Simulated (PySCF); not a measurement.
Compound: C7H7ClN (doublet state).
Structure used (GFN2-xTB), in Å, numbered top down from 1:
```xyz
16
C7H7ClN angstrom
C      2.3522   -0.2112    0.5606
C      1.1675    0.0735    0.0255
C      1.1050    0.8606   -1.1543
N      1.0683    1.4972   -2.1064
C     -0.1761   -0.3568    0.5380
Cl    -0.0246   -1.3107    2.0367
C     -1.0547   -1.0173   -0.5539
C     -1.8636    0.2289   -0.5727
C     -1.1953    0.8067    0.6219
H      3.2642    0.1453    0.1125
H      2.4381   -0.8049    1.4537
H     -1.5860   -1.8996   -0.1843
H     -0.5436   -1.2981   -1.4796
H     -2.3824    0.7075   -1.3763
H     -0.7841    1.8163    0.5289
H     -1.7924    0.7716    1.5382
```

The hyperfine couplings belong to this conformer and change with its torsions.

The species is `C1[CH]CC1(C(=C)C#N)Cl` [radical].

Computed, not measured: UKS B3LYP, pcH-1 on C Cl H N, non-relativistic, mean-field spin-orbit, GIAO in PySCF. Isolated species at its GFN2-xTB geometry (one conformer only). Couplings are sensitive to structure, and on GFN2-xTB geometries they can be far from those on DFT ones. Stability of the SCF solution: not tested.

Principal values of hyperfine tensors in MHz (contact, dipolar and spin–orbit terms together), for some of the nuclei:

```tsv
atom	isotope	A1	A2	A3
H12	1H	130.52	131.56	145.12
H16	1H	130.49	131.54	145.10
C8	13C	37.82	39.14	278.06
H13	1H	78.67	79.57	90.41
H15	1H	78.46	79.33	90.17
H14	1H	-95.63	-58.67	-18.92
C9	13C	-36.20	-32.92	-30.79
C5	13C	30.12	30.36	35.00
```

(1) Give the isotropic coupling of each nucleus in MHz and in mT (g = 2.0029), and the anisotropic part.

(2) What spin density at the nucleus of C9 lies behind its contact coupling (g_N = 1.40482)?

(3) C7 (13C, g_N = 1.40482) isn't in the table. Its spin density at the nucleus is -0.02968 bohr⁻³. What is its contact coupling?

(4) Which nucleus of the table has the largest anisotropic coupling, and what is its form?

(5) What first-order splitting does C8 cause when the field lies along A1, A2 or A3 of its tensor (g taken as isotropic, no quadrupole term)?

## Answers

(1) a_iso is a third of the trace, T = A − a_iso, and a(mT) = a(MHz)/(g × 13.996). The tensors hold a spin–orbit part: the run splits a_iso into a_FC + a_SO, and T includes its anisotropic share.

```csv
atom,a_iso (MHz),a_FC,a_SO,a_iso (mT),T1,T2,T3
H12,135.73,135.73,0.00,4.842,-5.21,-4.17,9.38
H16,135.71,135.71,0.00,4.841,-5.22,-4.17,9.39
C8,118.34,118.44,-0.10,4.221,-80.52,-79.21,159.72
H13,82.88,82.88,0.00,2.957,-4.21,-3.32,7.52
H15,82.65,82.65,0.00,2.948,-4.20,-3.32,7.52
H14,-57.74,-57.75,0.01,-2.060,-37.89,-0.93,38.82
C9,-33.31,-33.32,0.01,-1.188,-2.90,0.39,2.51
C5,31.83,31.83,0.00,1.135,-1.71,-1.46,3.17
```

(2) a_FC = 800.24 MHz bohr³ × g_N × ρ(0)/(2S). With a_FC = -33.32 MHz and 2S = 1, ρ(0) = -0.02964 bohr⁻³.

(3) By the same relation, a_FC = -33.4 MHz. Its full tensor has the principal values -36.26, -32.97, -30.84 MHz.

(4) C8: -80.5, -79.2, 159.7 MHz, axial, in the ratio −1:−1:+2, the form that spin in one p orbital centred on that nucleus gives.

(5) 2 lines (I = 1/2), spaced by |A_i|/(g × 13.996): 1.35, 1.40, 9.92 mT along the axes of A1, A2 and A3.
